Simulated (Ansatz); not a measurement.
Consider the formal hydrolysis of the Si–F bond: `F[SiH2]O[SiH2]F` + H₂O → `O[SiH2]O[SiH2]F` + H–F.

Program: Ansatz. Geometries: PBE0-D4/def2-TZVP. ΔE: electronic, gas phase. CCSD(T)/CBS is the MP2 limit (def2-TZVPP, def2-QZVPP) plus CCSD(T) − MP2 in def2-TZVPP, frozen cores. This one scheme is used for every species. DFT in def2-TZVPP. HSE06 is defined as in plane-wave codes. One conformer a species, not always the lowest.

| level | ΔE (kcal/mol) |
| --- | --- |
| r2SCAN0-D4 | 10.2 |
| HSE06-D4 | 9.6 |
| ωB97X-V | 10.5 |
| r2SCAN | 10.6 |
| PBE0 | 10.0 |
| HF/def2-SVP | 11.3 |
| MP2/def2-SVP | 9.8 |
| MP2/CBS(def2) | 10.0 |

Task: What does CCSD(T)/CBS give? (Estimate.)

Result: Ansatz gave: +10.3 kcal/mol. The listed levels differ from it by -0.1, -0.7, 0.2, 0.3, -0.3, 1.0, -0.5, -0.3 kcal/mol.

Largest T1 diagnostic among the species: 0.012.

Leaving LDA and LC-ωPBE aside and taking each functional with its dispersion term where it has one, the values, not all of them listed here, spread over 1.5 kcal/mol, from revPBE-D4 to B97M-V. LDA lies −1.2 kcal/mol from PBE without D4. In def2-TZVPP, CCSD(T) changes the Hartree–Fock value by −2.0 kcal/mol (the triples alone add −0.3 kcal/mol) and MP2 by −2.3 kcal/mol.
